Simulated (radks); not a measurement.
Results of a calculation; reference values are marked as such.
Question: Radial electron density D(r) = 4 pi r^2 rho(r) of an atom or ion with 15 electrons. Code: a radial shooting solver on a logarithmic mesh with Libxc functionals. Model: scalar-relativistic Kohn-Sham, r2SCAN, spin-unpolarised, spherical densities, finite nucleus; meta-GGA in the generalised Kohn-Sham scheme; Fermi nuclear charge, rms radius of each element as measured or else 0.836 A^(1/3) + 0.57 fm.

r (bohr),D(r) (e/bohr)
0.004318,0.6818
0.004868,0.8491
0.005533,1.070
0.006289,1.345
0.00709,1.661
0.008059,2.072
0.009086,2.538
0.01033,3.138
0.01174,3.856
0.01323,4.651
0.01504,5.640
0.01696,6.706
0.01927,7.994
0.02191,9.429
0.0247,10.89
0.02807,12.53
0.03165,14.10
0.03597,15.72
0.04088,17.21
0.0461,18.36
0.05239,19.25
0.05907,19.65
0.06714,19.56
0.07631,18.94
0.08603,17.94
0.09778,16.57
0.1102,15.23
0.1253,14.01
0.1424,13.31
0.1606,13.30
0.1825,14.04
0.2074,15.43
0.2339,17.00
0.2658,18.51
0.2997,19.32
0.3406,19.15
0.3871,17.76
0.4365,15.47
0.4961,12.36
0.5593,9.343
0.6357,6.554
0.7225,4.615
0.8146,3.684
0.9259,3.468
1.044,3.665
1.186,3.912
1.348,3.898
1.52,3.547
1.728,2.875
1.948,2.117
2.214,1.351
2.517,0.7517
2.838,0.3795
3.225,0.1567
3.636,0.05842
4.133,0.01698
4.697,0.004007
5.296,0.0008378
6.019,0.0001225

What is the nuclear charge?

Answer: Z = 17. The innermost maximum, from 1s, lies near gamma/Z bohr with gamma = sqrt(1 - (Z/c)^2) = 0.992, here 0.0584 bohr (found: 0.0620), and its height grows with Z. The density is that of the chlorine ion Cl2+ in [Ne] 3s2 3p3; the configuration itself is not fixed sharply by these data, and Z only to about a unit. D(r) has 3 maxima, at r = 0.0620, 0.314, 1.26 bohr, and minima at 0.152, 0.911 bohr, inside which lie 2.18, 10.38 electrons.
